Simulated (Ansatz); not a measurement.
Relaxation of BBrClFH2 (6 atoms, charge 0, multiplicity 1), to a largest force component of 0.03 eV/Å in at most 50 steps.

All numbers below come from Ansatz 0.2.0, RKS PBE/def2-SVP.

```xyz
6
Properties=species:S:1:pos:R:3
B 0.011 -0.479 -0.366
Cl 0.012 0.276 2.600
H 1.050 0.130 -0.467
F -1.160 0.052 -0.632
Br 0.072 -2.445 0.041
H 0.058 -1.048 2.408
```

Question: Where does it end, and by what steps?

Answer: The run converged. After 8 steps the energy has fallen by 0.056 eV; Cl2 moved furthest, 0.13 Å.

```json
{"step": "0", "energy less start (eV)": "0.0000", "largest force component (eV/Å)": "0.935", "accepted": "yes"}
{"step": "1", "energy less start (eV)": "-0.0387", "largest force component (eV/Å)": "0.479", "accepted": "yes"}
{"step": "2", "energy less start (eV)": "-0.0197", "largest force component (eV/Å)": "0.584", "accepted": "no"}
{"step": "3", "energy less start (eV)": "-0.0502", "largest force component (eV/Å)": "0.282", "accepted": "yes"}
{"step": "4", "energy less start (eV)": "-0.0540", "largest force component (eV/Å)": "0.229", "accepted": "yes"}
{"step": "5", "energy less start (eV)": "-0.0550", "largest force component (eV/Å)": "0.195", "accepted": "yes"}
{"step": "6", "energy less start (eV)": "-0.0560", "largest force component (eV/Å)": "0.106", "accepted": "yes"}
{"step": "7", "energy less start (eV)": "-0.0563", "largest force component (eV/Å)": "0.052", "accepted": "yes"}
{"step": "8", "energy less start (eV)": "-0.0565", "largest force component (eV/Å)": "0.018", "accepted": "yes"}
```

```xyz
6
Properties=species:S:1:pos:R:3
B 0.011 -0.511 -0.426
Cl -0.001 0.254 2.728
H 1.042 0.114 -0.520
F -1.154 0.044 -0.701
Br 0.057 -2.394 0.017
H 0.087 -1.021 2.486
```

Whether the end is a true minimum wasn't checked by a vibrational analysis.

The run took 11 s on 2 threads of Arm Neoverse V2, with other jobs on the host, peak memory 0.13 GiB.
